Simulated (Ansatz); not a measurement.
**Molecular dynamics of H₆C₂O**

Input file:

```yaml
accuracy: low
crystal:
  lattice:
    - [7.293633, 0.0, 0.0]
    - [0.0, 7.293633, 0.0]
    - [0.0, 0.0, 7.293633]
  atoms:
    - { symbol: C, position: [0.98462385, 0.92832396, 0.49517731] }
    - { symbol: C, position: [0.95860241, 0.87946161, 0.69613262] }
    - { symbol: O, position: [0.93936139, 1.03945747, 0.80915458] }
    - { symbol: H, position: [0.82657117, 1.01737691, 0.87735897] }
    - { symbol: H, position: [0.84055158, 0.78812685, 0.72179787] }
    - { symbol: H, position: [1.06963069, 0.7954308, 0.75245967] }
    - { symbol: H, position: [1.0493669, 0.81296503, 0.41727314] }
    - { symbol: H, position: [0.86052967, 0.98202487, 0.42458885] }
    - { symbol: H, position: [1.09181038, 1.03424398, 0.50213741] }
    - { symbol: C, position: [0.57970109, 0.56034175, -0.05997186] }
    - { symbol: C, position: [0.39510826, 0.53514992, 0.04029089] }
    - { symbol: O, position: [0.39641962, 0.36949671, 0.14142971] }
    - { symbol: H, position: [0.52069213, 0.33526472, 0.16140723] }
    - { symbol: H, position: [0.36737212, 0.65125044, 0.14316403] }
    - { symbol: H, position: [0.28464341, 0.5313092, -0.05612562] }
    - { symbol: H, position: [0.56249091, 0.65580887, -0.18022733] }
    - { symbol: H, position: [0.69621556, 0.62007505, 0.02591485] }
    - { symbol: H, position: [0.62752787, 0.42765465, -0.10420865] }
    - { symbol: C, position: [0.90923312, 0.30587673, 0.22482869] }
    - { symbol: C, position: [0.92278503, 0.45087553, 0.35696737] }
    - { symbol: O, position: [0.79242438, 0.58171087, 0.31510882] }
    - { symbol: H, position: [0.78744558, 0.67478987, 0.40459715] }
    - { symbol: H, position: [0.89273493, 0.39090987, 0.48935144] }
    - { symbol: H, position: [1.07257088, 0.5104381, 0.35880909] }
    - { symbol: H, position: [0.97177828, 0.17545788, 0.27377194] }
    - { symbol: H, position: [0.76260424, 0.27087152, 0.2091211] }
    - { symbol: H, position: [0.9580832, 0.34681339, 0.09575183] }
    - { symbol: C, position: [0.50381611, 0.97340947, 0.33603944] }
    - { symbol: C, position: [0.4805759, 0.84356555, 0.49645945] }
    - { symbol: O, position: [0.38148446, 0.92294399, 0.63306626] }
    - { symbol: H, position: [0.3843597, 0.8788506, 0.74931051] }
    - { symbol: H, position: [0.40939184, 0.70755482, 0.43484719] }
    - { symbol: H, position: [0.61858611, 0.81098681, 0.53815511] }
    - { symbol: H, position: [0.55254669, 0.91160182, 0.21588096] }
    - { symbol: H, position: [0.36955961, 1.03865199, 0.2975754] }
    - { symbol: H, position: [0.58889538, 1.09574583, 0.36228347] }
basis:
  ecutwfc: 420.0
kpoints:
  mp_grid: { grid: [1, 1, 1] }
hamiltonian:
  xc: pbesol
scf:
  occupations: { method: fermi_dirac, width: 0.05 }
  lower_state_search: "off"
md:
  timestep: 0.75
  n_steps: 350
  ensemble: nve
  temperature: 400.0
  initial_velocities: maxwell_boltzmann
  seed: 902659
```

Run as:

```bash
$ ansatz run input.yaml --threads 1 --pin off --max-ram 3072MiB --backend cpu --events-out ev --progress --plain --runs-dir out
```

It goes on from the last frame of an earlier run, with new velocities.

Output, in part (step lines):

```
md step     0: t =     0.00 fs  T =   400.0 K  F+E_penalty+E_count = -4593.46952049 eV  E_kin = 1.809640 eV  conserved = -4591.65988051 eV  (9 SCF iters)
md step     1: t =     0.75 fs  T =   415.0 K  F+E_penalty+E_count = -4593.54201715 eV  E_kin = 1.877449 eV  conserved = -4591.66456859 eV  (8 SCF iters)
md step     2: t =     1.50 fs  T =   433.8 K  F+E_penalty+E_count = -4593.63426411 eV  E_kin = 1.962386 eV  conserved = -4591.67187770 eV  (8 SCF iters)
md step     3: t =     2.25 fs  T =   434.8 K  F+E_penalty+E_count = -4593.63976476 eV  E_kin = 1.967123 eV  conserved = -4591.67264219 eV  (8 SCF iters)
md step     4: t =     3.00 fs  T =   414.3 K  F+E_penalty+E_count = -4593.54263323 eV  E_kin = 1.874478 eV  conserved = -4591.66815518 eV  (8 SCF iters)
md step     5: t =     3.75 fs  T =   386.3 K  F+E_penalty+E_count = -4593.41031594 eV  E_kin = 1.747564 eV  conserved = -4591.66275187 eV  (6 SCF iters)
md step     6: t =     4.50 fs  T =   368.4 K  F+E_penalty+E_count = -4593.32711174 eV  E_kin = 1.666643 eV  conserved = -4591.66046891 eV  (5 SCF iters)
md step     7: t =     5.25 fs  T =   368.0 K  F+E_penalty+E_count = -4593.32889178 eV  E_kin = 1.665023 eV  conserved = -4591.66386835 eV  (5 SCF iters)
[... lines left out ...]
```

The steps, from the saved trajectory:

```tsv
time (fs)	T (K)	potential energy less start (eV)	conserved less start (meV/atom)
0.0	400	0.000	0.00
8.2	360	0.179	-0.07
16.5	387	0.049	-0.29
24.8	408	-0.044	-0.28
33.0	356	0.194	-0.15
41.2	352	0.212	-0.08
49.5	374	0.109	-0.20
57.8	327	0.331	0.00
66.0	414	-0.074	-0.29
74.2	418	-0.090	-0.22
82.5	367	0.139	-0.29
90.8	413	-0.062	-0.14
99.0	365	0.156	-0.08
107.2	365	0.156	-0.04
115.5	389	0.037	-0.34
123.8	369	0.132	-0.26
132.0	420	-0.100	-0.30
140.2	372	0.123	-0.15
148.5	381	0.083	-0.12
156.8	436	-0.172	-0.27
165.0	379	0.092	-0.07
173.2	453	-0.249	-0.25
181.5	421	-0.102	-0.17
189.8	447	-0.223	-0.30
198.0	359	0.184	-0.08
206.2	412	-0.061	-0.20
214.5	396	0.010	-0.19
222.8	388	0.045	-0.27
231.0	370	0.131	-0.13
239.2	393	0.024	-0.20
247.5	396	0.016	-0.09
255.8	416	-0.077	-0.16
```

The run went to its last step. The conserved energy stayed within 0.47 meV per atom of its start (net change -0.12 meV per atom), so the integration is sound. A run of 0.26 ps of so small a system gives no equilibrium averages. Limits of this set-up: coarse k mesh, low accuracy level.

Mean squared displacements from the first frame to the last, about the centre of mass: C 1.35 Å², O 1.54 Å², H 2.53 Å².

Last frame:

```xyz
36
Lattice="7.2936 0.0000 0.0000 0.0000 7.2936 0.0000 0.0000 0.0000 7.2936" Properties=species:S:1:pos:R:3
C 7.733 7.616 5.053
C 7.708 6.203 5.518
O 6.373 5.844 5.935
H 6.192 6.420 6.660
H 8.012 5.574 4.678
H 8.405 6.006 6.344
H 8.644 8.212 5.175
H 7.415 7.772 4.014
H 6.889 8.086 5.536
C 3.265 4.494 -0.254
C 2.209 3.927 0.605
O 2.374 2.474 0.975
H 3.143 2.323 1.527
H 2.231 4.529 1.542
H 1.190 3.982 0.129
H 2.904 5.521 -0.389
H 4.303 4.671 0.205
H 3.318 3.941 -1.146
C 5.945 2.273 0.295
C 6.520 2.590 1.686
O 6.034 3.856 2.210
H 5.084 3.811 2.299
H 6.303 1.914 2.419
H 7.671 2.623 1.600
H 6.085 1.204 0.210
H 4.814 2.339 0.404
H 6.406 3.000 -0.410
C 4.014 6.929 2.370
C 4.381 6.954 3.868
O 3.598 8.030 4.436
H 4.090 8.472 5.160
H 4.182 5.911 4.398
H 5.445 7.224 4.101
H 4.280 5.970 2.036
H 2.924 7.149 2.094
H 4.676 7.656 1.888
```

Time of the run: 9.8 min on 1 thread of Arm Neoverse V2 (shared host), peak memory 0.41 GiB.
